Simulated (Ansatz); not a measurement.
Reaction (redistribution): `N[SiH2]C=S` + `N[SiH](O)[SnH3]` → `S=C[SiH2][SnH3]` + `N[SiH](N)O`

Computed with Ansatz on PBE0-D4/def2-TZVP structures; ΔE is electronic, products minus reactants. CCSD(T)/CBS is the MP2 limit (def2-TZVPP, def2-QZVPP) plus CCSD(T) − MP2 in def2-TZVPP, frozen cores. DFT in def2-TZVPP. B3LYP here is the variant with VWN-RPA as its local correlation; programs differ in this. def2 core potentials past Kr. For Sn outer-core shells are correlated without core-valence functions, which leaves a few kJ/mol of doubt a bond. One conformer a species, not always the lowest.

| level | ΔE (kJ/mol) |
| --- | --- |
| PBE-D4 | -36.0 |
| PBE0-D4 | -37.4 |
| PBE | -36.3 |
| r2SCAN | -38.7 |
| B3LYP | -36.6 |
| HF/def2-QZVPP | -38.4 |
| HF/CBS(def2) | -38.4 |
| CCSD/CBS(def2) | -38.5 |

Task: What does CCSD(T)/CBS give? (Estimate.)

Result: Computed: -38.9 kJ/mol. The listed levels differ from it by 2.9, 1.5, 2.6, 0.2, 2.3, 0.5, 0.5, 0.4 kJ/mol.

Largest T1 diagnostic among the species: 0.015.
